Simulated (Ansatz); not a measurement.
Cost and result up the ladder for the cluster Si2N2O (5 atoms). Charge 0, multiplicity 1. Geometry: r2SCAN-D4/def2-SVP.

```
atom   x (Å)   y (Å)   z (Å)
 Si1  -0.891   0.090  -2.791
 Si2   0.338   0.314   1.395
  N3   0.048  -0.278  -0.113
  N4  -0.381  -0.042  -1.270
  O5   0.886  -0.084   2.780
```

Ansatz on 4 threads of Arm Neoverse V2 on a shared host. Times are rough, and most runs start from the orbitals of an earlier one. No level here is sound enough to serve as a yardstick. Binding counts from free atoms at the same level (Si triplet, N quartet, O triplet; other spins of the atoms weren't run), without zero-point energy or a counterpoise term.

Correlated methods freeze 13 core orbitals. Another isomer (singlet) lies 1.84 eV lower at PBE0-D4/def2-TZVP; other spin states weren't run for this one.

Correlated methods converge slowly with the basis.

```csv
level,functions,wall time
BLYP-D4/def2-TZVP,167,1.1 s
PBE-D4/def2-TZVP (with forces),167,1.2 s
PBE0-D4/def2-TZVP,167,2 s
r2SCAN-D4/def2-TZVP,167,2.1 s
ωB97M-V/def2-TZVP,167,4.6 s
CCSD(T)/def2-TZVPP,177,26 s
```

Estimate what each level gives for the binding energy per atom (eV).


```tsv
level	binding energy per atom (eV)	remarks
BLYP-D4/def2-TZVP	4.01	restricted SCF unstable in HF
PBE-D4/def2-TZVP (with forces)	4.09	restricted SCF unstable in HF
PBE0-D4/def2-TZVP	3.69	restricted SCF unstable in HF
r2SCAN-D4/def2-TZVP	3.76	restricted SCF unstable in HF
ωB97M-V/def2-TZVP	3.68	restricted SCF unstable in HF
CCSD(T)/def2-TZVPP	3.46	large T1 (0.025), restricted SCF unstable
```
